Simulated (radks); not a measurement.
Species: V V. Configuration: [Ar] 3d1. Method: Dirac Kohn-Sham, PBE, spin-unpolarised, spherical densities, point nucleus; open shells are shared between the two j in proportion to 2j + 1; speed of light set to 102.777 atomic units (0.75 times the physical value, a model run); computed with a radial shooting solver on a logarithmic mesh with Libxc functionals.

Normalised radial functions P(r) = r R(r) (large component), r in bohr:

```
   r/bohr * 2p3/2, o 3p1/2, + 3d3/2 (the largest magnitude, 1.85, reaches the edge; | marks zero, & curves that meet)
 0.002183                             &
 0.002461                             &
 0.002775                             &
 0.003129                             &
   0.0035                             &
 0.003946                             &
 0.004449                             &
 0.005016                             &
 0.005656                             &
 0.006377                             &
  0.00719                             &
 0.008042                             &
 0.009067                             &
  0.01022                             &*
  0.01153                             &*
    0.013                             &*
  0.01465                             &*
  0.01652                             +&
  0.01848                             +o*
  0.02083                             +o*
  0.02349                             +o*
  0.02649                             +o *
  0.02986                             +o  *
  0.03367                             + o *
  0.03796                             + o  *
  0.04246                             + o   *
  0.04788                             +  o   *
  0.05398                             +  o     *
  0.06086                             +   o     *
  0.06862                             +    o      *
  0.07737                             +    o        *
  0.08724                             |+    o         *
  0.09758                             |+     o          *
     0.11                             |+     o            *
    0.124                             |+      o             *
   0.1399                             | +     o               *
   0.1577                             | +     o                *
   0.1778                             |  +    o                 *
   0.2005                             |  +    o                  *
   0.2242                             |   +  o                   *
   0.2528                             |    +o                   *
    0.285                             |   o +                  *
   0.3214                             |o     +              *
   0.3624                            o|       +           *
   0.4086                         o   |        +       *
   0.4606                      o      |         +   *
   0.5152                   o         |          &
   0.5809                o            |       *   +
    0.655              o              |    *       +
   0.7385             o               |   *         +
   0.8327             o               | *           +
   0.9388             o               |*            +
    1.059               o             |*           +
    1.184                o            *           +
    1.335                   o         *          +
    1.505                     o       *        +
    1.697                       o     *       +
    1.913                         o   *     +
    2.157                           o *    +
    2.432                            o*  +
    2.721                            o* +
    3.068                             &+
    3.459                             &+
      3.9                             &
```

2p3/2: eigenvalue -556.48 eV, 0 radial nodes, <r> = 0.275 bohr, 90 % of the charge inside 0.451 bohr. 3p1/2: eigenvalue -97.585 eV, 1 radial node at r = 0.342 bohr, <r> = 0.959 bohr, 90 % of the charge inside 1.46 bohr. 3d3/2: eigenvalue -55.082 eV, 0 radial nodes, <r> = 1.08 bohr, 90 % of the charge inside 1.76 bohr.
